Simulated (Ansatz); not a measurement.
The cluster B₆Pt⁺, relaxed as a doublet with UKS r2SCAN-D4/def2-SVP in Ansatz, starting from the GFN2-xTB geometry. Force threshold 0.02 eV/Å.

In the def2 sets Pt takes a core potential; there is no spin–orbit coupling. Another isomer (doublet) lies 0.13 eV lower at PBE0-D4/def2-TZVP; other spin states weren't run for this one.

Start:

```tsv
atom	x (Å)	y (Å)	z (Å)
Pt1	-2.382	0.270	-0.108
B2	0.881	1.059	0.641
B3	-0.629	0.723	0.693
B4	0.458	-0.573	0.639
B5	0.732	-0.881	-0.996
B6	1.680	0.146	-0.325
B7	-0.741	-0.745	-0.545
```

```csv
step,energy (eV),largest force component (eV/Å),SCF passes
1,-7287.3755,2.383,33
2,-7287.7157,1.141,36
3 (rejected),-7287.5612,1.712,38
4,-7287.8588,0.197,36
5,-7287.8636,0.078,30
6,-7287.8654,0.108,29
7,-7287.8666,0.017,29
```

Force components are those of the run's own axes.

End:

Cartesian coordinates in Å:
```
Pt -2.338 0.201 -0.028
B 0.907 1.057 0.751
B -0.677 0.867 0.701
B 0.439 -0.513 0.569
B 0.751 -0.993 -0.977
B 1.718 0.151 -0.334
B -0.801 -0.771 -0.681
```

Bonds lost: B3–B7 (atoms count from 1).

No frequencies were taken in this run, so the end may be a saddle point.

Run time 12 s (4 threads of Intel Xeon 6975P-C on a shared host).
